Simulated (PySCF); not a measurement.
## `C=C(Cl)/C(Cl)=C/[SiH3]`, C4H6Cl2Si

Geometry:
```csv
atom,x (Å),y (Å),z (Å)
C1,-3.391,-1.280,0.600
C2,-2.417,-0.500,0.116
Cl3,-2.827,1.060,-0.535
C4,-0.984,-0.838,0.077
Cl5,-0.590,-2.406,0.737
C6,0.003,-0.068,-0.407
Si7,1.811,-0.558,-0.428
H8,-4.429,-0.947,0.588
H9,-3.151,-2.260,1.012
H10,-0.306,0.903,-0.810
H11,2.304,-0.828,0.955
H12,2.018,-1.779,-1.264
H13,2.590,0.573,-1.015
```

Computed with TDDFT CAM-B3LYP/aug-cc-pVDZ excited states, vertical, gas phase in PySCF. Geometry: PBE0-D3(BJ)/def2-SVP.

Q: Give the one- and two-photon strengths of the lowest singlets.

A: δ for parallel linear polarisation; σ at the peak of a Lorentzian of half width 0.1 eV, single beam; Ω is circular over linear.
| state | E (eV) | f | photon λ (nm) | δ (au) | σ (GM) | Ω | main |
| --- | --- | --- | --- | --- | --- | --- | --- |
| S1 | 5.25 | 0.556 | 472 | 0.31 | 0.00 | 1.45 | HOMO→LUMO 0.97 |
| S2 | 5.80 | 0.001 | 428 | 350 | 4.31 | 1.02 | HOMO−1→LUMO 0.98 |
| S3 | 6.13 | 0.001 | 405 | 1.31 | 0.02 | 1.50 | HOMO→LUMO+6 0.22, HOMO−2→LUMO 0.20 |
| S4 | 6.17 | 0.000 | 402 | 0.2 | 0.00 | 1.50 | HOMO−2→LUMO 0.76 |
| S5 | 6.48 | 0.002 | 383 | 146 | 2.24 | 1.50 | HOMO→LUMO+1 0.66 |
| S6 | 6.65 | 0.004 | 373 | 0.4 | 0.01 | 1.49 | HOMO−5→LUMO 0.59, HOMO−3→LUMO 0.26 |

Among these, the strongest one-photon state is S1, the strongest two-photon state S2, with a dipole change of 1.1 D (relaxed, norm of the difference vector).
